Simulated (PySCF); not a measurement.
Peak assignment

Bonds: C1-S2, S2-C3, C3-C4, C4-N5, C3-C6, C6-Si7, Si7-Si8. C1 carries H9, H10, H11; C4 carries H12; N5 carries H13; C6 carries H14; Si7 carries H15, H16; Si8 carries H17, H18, H19.

No solvent, single conformer, no relativistic terms, averaged over atoms made equivalent by symmetry, fast rotation or ring inversion. GFN2-xTB structure; σ from GIAO-PBE0/pcSseg-1; PySCF 2.14.0 with density-fitted response routines.

Chemical shifts δ = σref − σ; TMS for 13C and 1H, all at this level.

(1) Assign these signals to the numbered atoms. 13C{1H} NMR (computed): δ 172.2, 160.5, 147.2, 23.9.

(2) Assign these signals to the numbered atoms. 1H NMR (400 MHz, computed): δ 11.53 (br s, 1H), 8.39 (t, 1H), 8.39 (s, 1H), 4.47 (m, 2H), 3.50 (t, 3H), 2.13 (s, 3H).

## Answers

(1) 
172.2 → C4, carbon bonded to C, N, H
160.5 → C3, carbon bonded to 2 C, S
147.2 → C6, carbon bonded to C, Si, H
23.9 → C1, carbon bonded to S, 3 H

(2) 
| δ (ppm) | atoms | environment | reason |
| --- | --- | --- | --- |
| 11.53 | H13 | hydrogen on a nitrogen bonded to C | – |
| 8.39 | H14 | hydrogen on a carbon bonded to C, Si | – |
| 8.39 | H12 | hydrogen on a carbon bonded to C, N | – |
| 4.47 | H15/H16 | hydrogen on a silicon bonded to C, Si | – |
| 3.50 | H17/H18/H19 | hydrogen on a silicon bonded to Si | – |
| 2.13 | H9/H10/H11 | hydrogen on a carbon bonded to S | – |

H14 and H12 lie closer than the usual error of such a calculation, so a measured spectrum could show them in the other order.

Exchangeable OH/NH protons stand at their gas-phase positions; hydrogen bonding in a real sample shifts them, mostly to higher δ. Shifts are as computed. Against solution values, carbons near 30 ppm lie about +3 ppm off and those near 130 ppm about +5 ppm; carbons on S a further +4 ppm. Of 1309 compounds with measured shifts, 239 miss one by over three times the rms of a fit or turn the order of signals round; such compounds aren't used in these exercises. Multiplicities follow the n + 1 count of equivalent neighbours, as no J values were calculated; m marks all less simple cases, F and P coupling included.
